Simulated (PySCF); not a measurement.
## Ir(2+): interval between two levels

Ir(2+) [Xe] 4f14 5d7 [4F9/2, M_J = 9/2] → Ir(2+) [Xe] 4f14 5d6 6s1 [6D9/2, M_J = 9/2], as a difference of total energies. All numbers are calculated (PySCF 2.14, the two-component X2C-1e Hamiltonian, in x2c-SVPall-2c with one added diffuse shell each of s, d type (8s9p10d2f, 99 functions)). Correlated levels: [Kr] 4d10 4f14 frozen; the 22 highest virtual spinors dropped. "Screened" scales the spin-orbit matrix elements by Boettger's factors to mimic the two-electron term; Breit and QED terms are absent.

```
                    method  interval between two levels (cm⁻¹)
           GHF (spin-free)                               12186
          GMP2 (spin-free)                               15125
 GHF (screened spin-orbit)                               13766
GMP2 (screened spin-orbit)                               16541
```

The labels give the starting determinants; with spin-orbit coupling the two ends relaxed to ⟨J²⟩ = 24.76, ⟨L²⟩ = 13.18, ⟨S²⟩ = 3.52 and ⟨J²⟩ = 24.76, ⟨L²⟩ = 6.75, ⟨S²⟩ = 8.37.
